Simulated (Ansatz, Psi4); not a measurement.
Species: dimethylsilyl formate, C3H8O2Si, net charge 0, singlet state. SMILES: C[SiH](C)OC=O
Geometry: optimised at B3LYP-D3(BJ)/def2-TZVP (Ansatz, a program for electronic structure).

Wanted: vertical triplet-singlet gap, E(triplet) - E(singlet), in eV. Conventions: each state is the SCF solution reached for its charge and spin; spin-orbit terms left out; frozen cores in correlated levels; 6-31G* and kin with 6d, 5d where marked; no dispersion term unless named; 6-311+G** with 5d, 6d on Na to Ar in Ansatz; open shells spin-unrestricted; non-relativistic. Ab initio and DFT rows: single points at B3LYP-D3(BJ) geometries (Ansatz). Levels can end on unlike triplets.

```
level             program  vertical triplet-singlet gap, E(triplet) - E(singlet) (eV)
----------------  -------  ----------------------------------------------------------
HF/6-31G*          Ansatz                                                        4.42
HF/6-311+G**       Ansatz                                                        4.34
PBE/6-31G*         Ansatz                                                        5.30
PBE/6-311+G**      Ansatz                                                        5.18
B3LYP/STO-3G       Ansatz                                                        4.86
B3LYP/6-31G*       Ansatz                                                        5.27
wB97X-D/6-31G*       Psi4                                                        5.36
MP2/6-31G*         Ansatz                                                        6.02
MP2/6-311+G**      Ansatz                                                        5.89
B3LYP/def2-TZVPD   Ansatz                                                        5.14
```

No value to compare with is used here. The 9 habitual levels span 4.34 (HF/6-311+G**) to 6.02 eV (MP2/6-31G*); B3LYP/def2-TZVPD gives 5.14.

The levels are drawn from those run, B3LYP/6-31G* more often than the rest, none by its result; left out are runs that failed, that the program found above a lower state of the same kind, or whose <S^2> lies over 0.5 above the pure value.
